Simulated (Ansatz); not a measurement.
CH$_{6}$AlBO (`C[BH][AlH][OH]`), relaxed with RKS PBE-D4/def2-SVP in the Gaussian-basis code of Ansatz from a rough embedded geometry. The force threshold is 0.03 eV/Å; the program also tests the step.

Charge 0, multiplicity 1.

Start:

```xyz
10

C    -0.250    0.854    1.277
B    -0.658   -0.468    0.623
Al    0.244   -1.043   -1.109
O     1.573    0.003   -1.959
H    -0.830    1.040    2.251
H     0.871    0.843    1.592
H    -0.389    1.737    0.615
H    -1.489   -1.123    1.057
H    -0.160   -2.437   -1.863
H     1.088    0.594   -2.483
```

Task: How much energy does the relaxation release, and in how many steps? (Best estimate.)

Result: The calculation gave: 92.35 kJ/mol, in 35 steps, 4 of them rejected.

Task: Which bonds change most? (Best estimate.)

Result: The calculation gave: Al3–O4 from 1.893 to 1.734 Å; B2–Al3 from 2.036 to 2.135 Å; B2–H8 from 1.144 to 1.227 Å; O4–H10 from 0.927 to 0.971 Å.

Task: Give the relaxed structure. (An estimate is asked.)

Result: Computed: 
```xyz
10

C    -0.585    0.946    1.402
B    -0.314   -0.440    0.738
Al    0.087   -0.769   -1.333
O     1.681   -0.371   -1.889
H    -1.170    0.925    2.344
H     0.463    1.208    1.718
H    -0.918    1.781    0.755
H    -0.255   -1.397    1.503
H    -0.939   -1.364   -2.427
H     1.949   -0.518   -2.810
```
